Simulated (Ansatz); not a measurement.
Mulliken charges of C2H5BrN2 (`CNC(=N)Br`) from PBE/def2-TZVPP in Ansatz (PBE0-D4/def2-TZVP geometry).

```
atom   x (Å)   y (Å)   z (Å)  charge (e)
  C1  -0.760  -1.096   0.391      -0.165
  N2  -0.212   0.220   0.611      -0.149
  C3   0.604   0.775  -0.304       0.117
  N4   1.025   0.200  -1.336      -0.284
 Br5   1.069   2.600   0.203      -0.157
  H6  -1.423  -1.120  -0.479       0.108
  H7   0.046  -1.811   0.219       0.113
  H8  -1.317  -1.393   1.279       0.091
  H9  -0.610   0.818   1.310       0.158
 H10   1.660   0.756  -1.891       0.167
```

By hand: the dipole of these point charges (1 e Å = 4.8032 D).

Σ q r = (-0.319, -0.423, 0.137) e Å, of length 0.547 e Å = 2.63 D.

How does the dipole of the full density compare? (An estimate is asked.)

Computed: (-0.300, -0.146, 0.273) e Å, 2.07 D; the point charges give 1.27 times that, at 34° from its direction.

Point charges leave out the atoms' own dipoles, such as those of lone pairs, and Mulliken's split depends on the basis, so the two needn't agree.
